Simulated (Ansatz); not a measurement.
Consider the redistribution: `[Cl][GeH2][SeH]` + `NC1C[SiH2]1` → `[NH2][GeH2][Cl]` + `[SeH]C1C[SiH2]1`.

Program: Ansatz. Geometries: PBE0-D4/def2-TZVP. ΔE: electronic, gas phase. CCSD(T)/CBS is the MP2 limit (def2-TZVPP, def2-QZVPP) plus CCSD(T) − MP2 in def2-TZVPP, frozen cores. Functionals use def2-TZVPP. For Ge, Se outer-core shells are correlated without core-valence functions, which leaves a few kJ/mol of doubt a bond. Scalar relativity is left out up to krypton. Each species was taken in one conformer, which may not be the lowest.

```json
{"level": "PBE", "ΔE (eV)": "0.12"}
{"level": "SCS-MP2/def2-TZVPP", "ΔE (eV)": "-0.07"}
{"level": "CCSD/def2-TZVPP", "ΔE (eV)": "-0.01"}
{"level": "MP2/def2-QZVPP", "ΔE (eV)": "-0.08"}
```

Problem. What does CCSD(T)/CBS give? (Best estimate.)

Solution. Computed: -0.01 eV. The listed levels differ from it by 0.13, -0.06, 0.00, -0.07 eV.

Largest T1 diagnostic among the species: 0.011.

In def2-TZVPP, CCSD(T) changes the Hartree–Fock value by −0.10 eV (the triples alone add −0.02 eV) and MP2 by −0.16 eV.
